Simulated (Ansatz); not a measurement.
InSn20H30, a doped nanocrystal cut from the lattice of tin (In on an inner site), relaxed as a doublet with UKS PBE-D4/def2-SVP in Ansatz, starting from the force-field or lattice model geometry. Force threshold 0.03 eV/Å.

In the def2 sets In, Sn take a core potential; there is no spin–orbit coupling. Single mean-field runs in def2-SVP are fitted with def2-universal-jkfit.

Start:

```xyz
51

In   -0.034    0.457   -0.143
Sn    0.113   -3.919    2.986
Sn   -4.456    2.535    2.088
Sn   -4.031   -2.032    2.442
Sn   -0.306    0.630    2.636
Sn    1.165    2.795   -1.118
Sn    1.588   -1.774   -0.776
Sn   -2.551    0.118   -1.317
Sn    5.323    0.925   -0.594
Sn    3.094    0.402   -4.502
Sn   -1.930    2.848    3.269
Sn    3.689    3.082    0.047
Sn   -1.509   -1.732    3.597
Sn    4.138   -1.447    0.427
Sn    0.399   -4.127    0.226
Sn   -5.651    0.156    3.083
Sn   -4.184    2.319   -0.697
Sn   -3.753   -2.234   -0.360
Sn    1.467    2.577   -3.922
Sn    1.883   -1.970   -3.547
Sn    5.587    0.719   -3.361
H    -0.618   -5.345    3.611
H     1.636   -3.718    3.724
H    -5.467    3.871    2.461
H    -4.763   -3.464    3.045
H     1.215    0.819    3.372
H     0.188    4.137   -0.746
H    -2.388   -0.024   -3.010
H     6.849    1.106    0.137
H     3.251    0.275   -6.260
H    -2.114    2.950    4.967
H    -1.237    4.289    2.676
H     3.503    3.235    1.769
H     4.440    4.544   -0.553
H    -1.668   -1.589    5.318
H     3.933   -1.334    2.131
H     5.100   -2.812    0.015
H     1.404   -5.469   -0.179
H    -1.157   -4.317   -0.507
H    -5.817    0.267    4.781
H    -7.233   -0.071    2.371
H    -5.756    2.134   -1.445
H    -3.456    3.776   -1.290
H    -5.286   -2.434   -1.062
H    -2.760   -3.580   -0.725
H    -0.103    2.401   -4.623
H     2.175    4.022   -4.500
H     0.325   -2.178   -4.295
H     2.869   -3.321   -3.944
H     6.314    2.151   -3.964
H     6.581   -0.650   -3.742
```

Q: Estimate the energy that the relaxation releases and the steps that it takes.

A: 0.59 eV, in 28 steps; 4.6 min on 4 threads of AMD EPYC 7R13 on a shared host and a share (37 GiB) of an NVIDIA H100 80GB HBM3. The force fell under the threshold at step 14, but the optimiser went on and released 0.034 eV more. No frequencies were taken in this run, so the end may be a saddle point.

Q: Does the start keep its bonding and symmetry?

A: By distances, no bond broke or formed. The bond that changes most is In1–Sn6, from 2.80 to 2.91 Å (atoms count from 1).

Q: Predict the relaxed structure.

A: 
Cartesian coordinates in Å:
```
In -0.2580 -0.2641 -0.6987
Sn 0.1463 -4.0771 2.7248
Sn -3.9027 2.8219 1.7886
Sn -3.9756 -1.7454 2.5761
Sn -0.0022 0.5652 2.0697
Sn 0.7209 2.4752 -0.8027
Sn 1.7139 -2.2070 -1.0752
Sn -2.9070 -0.2238 -1.5857
Sn 4.9424 1.0127 -0.1078
Sn 3.1076 0.5457 -4.3406
Sn -1.3137 2.9253 2.8952
Sn 3.1463 3.0941 0.4950
Sn -1.2486 -1.6909 3.3242
Sn 3.9492 -1.5534 0.5192
Sn 0.4923 -4.5328 -0.0363
Sn -5.2106 0.7263 3.1512
Sn -3.9786 2.3137 -0.9848
Sn -4.2965 -2.2336 -0.1775
Sn 0.9904 2.2764 -3.6395
Sn 2.4677 -2.1493 -3.7911
Sn 5.4153 1.2326 -2.8797
H -0.6938 -5.4084 3.4689
H 1.7125 -3.9856 3.4720
H -4.7397 4.3158 2.1202
H -4.7404 -3.0091 3.5053
H 1.6819 0.6008 2.5428
H -0.5238 3.6487 -0.4450
H -3.0748 -0.5138 -3.2973
H 6.4440 1.2868 0.7369
H 3.4071 0.7636 -6.0458
H -1.4389 2.9391 4.6327
H -0.4226 4.3408 2.4319
H 2.8682 3.3003 2.1938
H 3.7676 4.5994 -0.1185
H -1.1622 -1.4372 5.0561
H 3.5152 -1.6277 2.1998
H 5.2427 -2.6939 0.2803
H 1.3846 -6.0028 -0.2933
H -1.0686 -4.7310 -0.7765
H -5.1873 1.0252 4.8633
H -6.8786 0.6342 2.6677
H -5.6351 2.4541 -1.5022
H -3.0826 3.5382 -1.8364
H -5.9943 -2.2561 -0.5487
H -3.6544 -3.7936 -0.5910
H -0.5247 1.6314 -4.2052
H 1.1870 3.8440 -4.3769
H 1.1619 -2.6863 -4.8013
H 3.8458 -3.1518 -4.1340
H 5.8822 2.8635 -3.2557
H 6.7221 0.1999 -3.3685
```
Bond lengths (bridged metal pairs left out): 23 × Sn–Sn 2.81 to 2.87 Å; 4 × In–Sn 2.79 to 2.91 Å; 30 × H–Sn 1.73 to 1.75 Å.
